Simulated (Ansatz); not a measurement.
`[SH][Hf]([SH])([SH])[Cl]`, relaxed with RKS PBE0-D4/def2-TZVP in the Gaussian-basis code of Ansatz from a GFN2-xTB geometry. The force threshold is 0.005 eV/Å; the program also tests the step.

Charge 0, multiplicity 1. Hf: def2 effective core potential.

Start:

```xyz
8

S    -0.757   -0.800   -2.103
Hf    0.056    0.391   -0.034
S    -0.628   -1.544    1.416
S     1.319    1.398    1.882
Cl    0.260    2.376   -1.279
H    -0.435    0.144   -2.977
H    -1.180   -2.271    0.455
H     1.365    0.306    2.641
```

(1) How much energy does the relaxation release, and in how many steps? (An estimate is asked.)

(2) Which bonds change most? (An estimate is asked.)

(3) Give the relaxed structure. (Best estimate.)

## Answers

(1) The calculation gave: 159.20 kJ/mol, in 20 steps, 1 of them rejected.

(2) The calculation gave: S1–Hf2 from 2.522 to 2.421 Å; Hf2–S3 from 2.513 to 2.427 Å; Hf2–S4 from 2.505 to 2.420 Å; S1–H6 from 1.326 to 1.350 Å.

(3) Computed: 
```xyz
8

S     0.729   -0.716   -1.960
Hf   -0.012    0.555   -0.038
S    -1.648   -0.769    1.171
S     1.962    0.840    1.332
Cl   -0.931    2.602   -0.663
H    -0.452   -0.499   -2.577
H    -1.176   -1.883    0.575
H     1.528   -0.131    2.161
```
